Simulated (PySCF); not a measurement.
Compound: C₄H₈O₂P (charge -1).
Structure used (GFN2-xTB), in Å, numbered top down from 1:
```xyz
15
C4H8O2P angstrom
C      2.1245   -0.4012   -0.2659
P      0.8470    0.4724    0.7844
O      0.7256    1.8889    0.3374
O      1.1069    0.1870    2.2246
C     -0.6471   -0.4728    0.2293
C     -1.3423    0.0276   -0.9919
C     -1.9269    0.2846    0.3584
H      3.0830    0.0743   -0.0605
H      2.1867   -1.4541   -0.0019
H      1.8939   -0.2970   -1.3234
H     -0.6611   -1.5369    0.4376
H     -1.8365   -0.6804   -1.6484
H     -0.8819    0.8636   -1.4977
H     -2.8328   -0.2366    0.6459
H     -1.8436    1.2886    0.7503
```

The closed-shell SCF was solved with PySCF and density fitting under several settings on one GFN2-xTB geometry (grid level 2 and gas phase unless stated).

| settings | basis functions | SCF cycles | E (Eh) | HOMO (eV) | LUMO (eV) |
| --- | --- | --- | --- | --- | --- |
| PBE0/pcSseg-1 | 166 | 14 | -648.5936 | -1.83 | 5.10 |
| revPBE/3-21G | 83 | 16 | -645.4029 | 0.80 | 6.34 |

Estimate the row for these settings: BP86/3-21G, level shift 0.1 Eh.

```
                      settings  basis functions  SCF cycles     E (Eh)  HOMO (eV)  LUMO (eV)
BP86/3-21G, level shift 0.1 Eh               83          12  -645.6031       0.65       6.22
```

Over all rows, what range does the HOMO–LUMO gap span?

From 5.54 eV (revPBE/3-21G) to 6.93 eV (PBE0/pcSseg-1). The functional of the narrowest has no exact exchange, that of the widest 25 % exact exchange.

Cycle counts include a coarse-grid stage where the run had one. The HOMO energy is positive at BP86/3-21G and revPBE/3-21G; such an orbital is held in place by the finite basis.

One conformer stands for the species.
